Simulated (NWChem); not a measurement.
# SiH3SeF; SMILES F[SiH2][SeH]

```xyz
6

Si     0.5403     1.1178    -0.0057
F     -0.7118     2.1364     0.0378
Se    -0.0958    -1.0739     0.0335
H      1.3495     1.2995     1.2213
H      1.3003     1.4122    -1.2427
H     -0.5504    -1.0765    -1.3769
```
Atoms are numbered in this order, from 1.

Computed with NWChem. All runs use the structure optimised with B3LYP/6-31G* (spherical d). Vertical excitations in the gas phase.

Question: Estimate the computed values for CAM-B3LYP/def2-SVP, full TDDFT. Quantities: lowest excitation, singlet (eV); oscillator strength of that lowest state; lowest state with f > 0.02, singlet (eV); oscillator strength of that bright state; orbital gap (eV).

Answer: lowest excitation, singlet (eV): 5.73
oscillator strength of that lowest state: 0.000
lowest state with f > 0.02, singlet (eV): 7.16
oscillator strength of that bright state: 0.025
orbital gap (eV): 9.83
